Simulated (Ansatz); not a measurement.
`[SiH3][O][In]([SH])[O][SiH3]` + `[NH2][Mg][OH]` → `[NH2][Mg][O][SiH3]` + `[OH][In]([SH])[O][SiH3]`  (ligand exchange at the Si–O bond)

Computed with Ansatz on PBE0-D4/def2-TZVP structures; ΔE is electronic, products minus reactants. CCSD(T)/CBS is the MP2 limit (def2-TZVPP, def2-QZVPP) plus CCSD(T) − MP2 in def2-TZVPP, frozen cores. Functionals use def2-TZVPP. B3LYP here is the variant with VWN-RPA as its local correlation; programs differ in this. Elements past krypton have def2 core potentials. For In, Mg outer-core shells are correlated without core-valence functions, which leaves a few kJ/mol of doubt a bond. One conformer a species, not always the lowest.

```tsv
level	ΔE (kcal/mol)	difference from CCSD(T)/CBS
r2SCAN-D4	-6.1	-0.5
PBE0-D4	-5.5	0.1
B3LYP-D4	-5.1	0.5
ωB97X-V	-5.0	0.6
ωB97M-V	-5.1	0.5
B2PLYP	-5.9	-0.3
r2SCAN	-6.4	-0.8
PBE0	-6.4	-0.8
B3LYP	-6.5	-0.9
HF/def2-TZVPP	-5.1	0.5
MP2/def2-TZVPP	-5.2	0.4
SCS-MP2/def2-TZVPP	-5.3	0.3
CCSD/def2-TZVPP	-5.3	0.3
HF/def2-QZVPP	-5.1	0.5
MP2/def2-QZVPP	-5.3	0.3
HF/CBS(def2)	-5.1	0.5
CCSD(T)/CBS	-5.6	0
```

Largest T1 diagnostic among the species: 0.016.

The D4 term adds +1.4 kcal/mol with B3LYP and +0.9 kcal/mol with PBE0; it sums over pairs of atoms, weighted by their polarisabilities, and B3LYP, whose exchange is more repulsive, gets the larger term.
